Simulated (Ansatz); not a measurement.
Ansatz (a first-principles code) input (B3LYP-D3(BJ)/def2-TZVP):

Ansatz 0.2 input:
```yaml
crystal:
  periodic: [false, false, false]
  atoms:
    - {symbol: Zn, position_ang: [-0.00000000, -0.00000000, -1.26024438]}
    - {symbol: Br, position_ang: [0.00000000, 0.00000000, 1.08020947]}
basis:
  gaussian:
    orbitals: def2-TZVP
hamiltonian:
  xc: b3lyp
  dispersion: d3bj
magnetization: {spin_polarized: true, initial_magnetization: 1}
phonons: {temperatures: {t_min: 298.15, t_max: 298.15, t_step: 100}}
```

Output:

```
Functional definition: B3LYP
integrals: 0.04 GiB planned
779 factors; integrals over basis functions are off by at most 2.2e-4 eV
mean field: 0.64 GiB planned
mean field evaluation 1: about -118467.4194 eV, gradient 2.2e1 eV
mean field evaluation 2: about -118463.4689 eV, gradient 4.8e1 eV
mean field evaluation 4: about -118468.9450 eV, gradient 4.4e-1 eV
mean field evaluation 8: about -118468.9878 eV, gradient 3.1e-2 eV
mean field evaluation 16: about -118468.9878 eV, gradient 1.7e-5 eV
mean field -118468.98780809 eV, -4353.6550007834 hartree, gradient 1.7e-5 eV, S^2 0.752312; 0 other end points of the search recorded, 0 dependent functions left out
the calculation of the forces begins
reference -118468.98799180 eV, -4353.6550075346 hartree; 33, 32 occupied and 63, 64 virtual orbitals, 779 factors
these checks for a lower state are left out or cut short: stability, starts, cluster_reference, orbital_swaps, neighbouring_geometries, increment
integrals: 0.04 GiB planned
779 factors; integrals over basis functions are off by at most 2.2e-4 eV
mean field: 0.64 GiB planned
mean field -118468.98780808 eV, -4353.6550007829 hartree, gradient 1.5e-6 eV, S^2 0.752312; 0 other end points of the search recorded, 0 dependent functions left out
the calculation of the forces begins
reference -118468.98799179 eV, -4353.6550075342 hartree; 33, 32 occupied and 63, 64 virtual orbitals, 779 factors
these checks for a lower state are left out or cut short: stability, starts, cluster_reference, orbital_swaps, neighbouring_geometries, increment
integrals: 0.04 GiB planned
779 factors; integrals over basis functions are off by at most 2.2e-4 eV
mean field: 0.64 GiB planned
mean field evaluation 32: about -118468.9878 eV, gradient 1.5e-6 eV
mean field -118468.98780808 eV, -4353.6550007829 hartree, gradient 1.5e-6 eV, S^2 0.752312; 0 other end points of the search recorded, 0 dependent functions left out
the calculation of the forces begins
reference -118468.98799179 eV, -4353.6550075342 hartree; 33, 32 occupied and 63, 64 virtual orbitals, 779 factors
these checks for a lower state are left out or cut short: stability, starts, cluster_reference, orbital_swaps, neighbouring_geometries, increment
integrals: 0.04 GiB planned
779 factors; integrals over basis functions are off by at most 2.2e-4 eV
mean field: 0.64 GiB planned
mean field -118468.98780808 eV, -4353.6550007829 hartree, gradient 1.5e-6 eV, S^2 0.752312; 0 other end points of the search recorded, 0 dependent functions left out
the calculation of the forces begins
reference -118468.98799179 eV, -4353.6550075342 hartree; 33, 32 occupied and 63, 64 virtual orbitals, 779 factors
these checks for a lower state are left out or cut short: stability, starts, cluster_reference, orbital_swaps, neighbouring_geometries, increment
integrals: 0.04 GiB planned
779 factors; integrals over basis functions are off by at most 2.2e-4 eV
mean field: 0.64 GiB planned
mean field -118468.98780808 eV, -4353.6550007829 hartree, gradient 1.5e-6 eV, S^2 0.752312; 0 other end points of the search recorded, 0 dependent functions left out
the calculation of the forces begins
reference -118468.98799179 eV, -4353.6550075342 hartree; 33, 32 occupied and 63, 64 virtual orbitals, 779 factors
these checks for a lower state are left out or cut short: stability, starts, cluster_reference, orbital_swaps, neighbouring_geometries, increment
integrals: 0.04 GiB planned
779 factors; integrals over basis functions are off by at most 2.2e-4 eV
mean field: 0.64 GiB planned
mean field -118468.98780581 eV, -4353.6550006996 hartree, gradient 1.7e-6 eV, S^2 0.752301; 0 other end points of the search recorded, 0 dependent functions left out
the calculation of the forces begins
reference -118468.98798949 eV, -4353.6550074497 hartree; 33, 32 occupied and 63, 64 virtual orbitals, 779 factors
these checks for a lower state are left out or cut short: stability, starts, cluster_reference, orbital_swaps, neighbouring_geometries, increment
integrals: 0.04 GiB planned
779 factors; integrals over basis functions are off by at most 2.2e-4 eV
mean field: 0.64 GiB planned
mean field -118468.98775760 eV, -4353.6549989277 hartree, gradient 1.7e-6 eV, S^2 0.752323; 0 other end points of the search recorded, 0 dependent functions left out
the calculation of the forces begins
reference -118468.98794134 eV, -4353.6550056802 hartree; 33, 32 occupied and 63, 64 virtual orbitals, 779 factors
these checks for a lower state are left out or cut short: stability, starts, cluster_reference, orbital_swaps, neighbouring_geometries, increment
integrals: 0.04 GiB planned
779 factors; integrals over basis functions are off by at most 2.2e-4 eV
mean field: 0.64 GiB planned
mean field evaluation 64: about -118468.9878 eV, gradient 2.5e-5 eV
mean field -118468.98780808 eV, -4353.6550007829 hartree, gradient 1.5e-6 eV, S^2 0.752312; 0 other end points of the search recorded, 0 dependent functions left out
the calculation of the forces begins
reference -118468.98799179 eV, -4353.6550075342 hartree; 33, 32 occupied and 63, 64 virtual orbitals, 779 factors
these checks for a lower state are left out or cut short: stability, starts, cluster_reference, orbital_swaps, neighbouring_geometries, increment
integrals: 0.04 GiB planned
779 factors; integrals over basis functions are off by at most 2.2e-4 eV
mean field: 0.64 GiB planned
mean field -118468.98780808 eV, -4353.6550007829 hartree, gradient 1.5e-6 eV, S^2 0.752312; 0 other end points of the search recorded, 0 dependent functions left out
the calculation of the forces begins
reference -118468.98799179 eV, -4353.6550075342 hartree; 33, 32 occupied and 63, 64 virtual orbitals, 779 factors
these checks for a lower state are left out or cut short: stability, starts, cluster_reference, orbital_swaps, neighbouring_geometries, increment
integrals: 0.04 GiB planned
779 factors; integrals over basis functions are off by at most 2.2e-4 eV
mean field: 0.64 GiB planned
mean field -118468.98780808 eV, -4353.6550007829 hartree, gradient 1.5e-6 eV, S^2 0.752312; 0 other end points of the search recorded, 0 dependent functions left out
the calculation of the forces begins
reference -118468.98799179 eV, -4353.6550075342 hartree; 33, 32 occupied and 63, 64 virtual orbitals, 779 factors
these checks for a lower state are left out or cut short: stability, starts, cluster_reference, orbital_swaps, neighbouring_geometries, increment
integrals: 0.04 GiB planned
779 factors; integrals over basis functions are off by at most 2.2e-4 eV
mean field: 0.64 GiB planned
mean field -118468.98780808 eV, -4353.6550007829 hartree, gradient 1.5e-6 eV, S^2 0.752312; 0 other end points of the search recorded, 0 dependent functions left out
the calculation of the forces begins
reference -118468.98799179 eV, -4353.6550075342 hartree; 33, 32 occupied and 63, 64 virtual orbitals, 779 factors
these checks for a lower state are left out or cut short: stability, starts, cluster_reference, orbital_swaps, neighbouring_geometries, increment
integrals: 0.04 GiB planned
779 factors; integrals over basis functions are off by at most 2.2e-4 eV
mean field: 0.64 GiB planned
mean field -118468.98775760 eV, -4353.6549989277 hartree, gradient 1.7e-6 eV, S^2 0.752323; 0 other end points of the search recorded, 0 dependent functions left out
the calculation of the forces begins
reference -118468.98794134 eV, -4353.6550056802 hartree; 33, 32 occupied and 63, 64 virtual orbitals, 779 factors
these checks for a lower state are left out or cut short: stability, starts, cluster_reference, orbital_swaps, neighbouring_geometries, increment
integrals: 0.04 GiB planned
779 factors; integrals over basis functions are off by at most 2.2e-4 eV
mean field: 0.64 GiB planned
mean field evaluation 96: about -118468.9454 eV, gradient 1.8e-1 eV
mean field -118468.98780581 eV, -4353.6550006996 hartree, gradient 1.7e-6 eV, S^2 0.752301; 0 other end points of the search recorded, 0 dependent functions left out
the calculation of the forces begins
reference -118468.98798949 eV, -4353.6550074497 hartree; 33, 32 occupied and 63, 64 virtual orbitals, 779 factors
Total energy: -118469.06468249 eV, -4353.6578258653 hartree
Atom 0 at    -0.000000    -0.000000    -1.260244 Å, force     0.000000     0.000000     0.002163 eV/Å
Atom 1 at     0.000000     0.000000     1.080209 Å, force    -0.000000    -0.000000    -0.002163 eV/Å
Dipole moment:     0.000000    -0.000000    -0.557470 e Å
Vibrations: 252.85 cm⁻¹, zero-point energy 0.015674 eV
```

The spin state was set by rule; other spins were not relaxed.
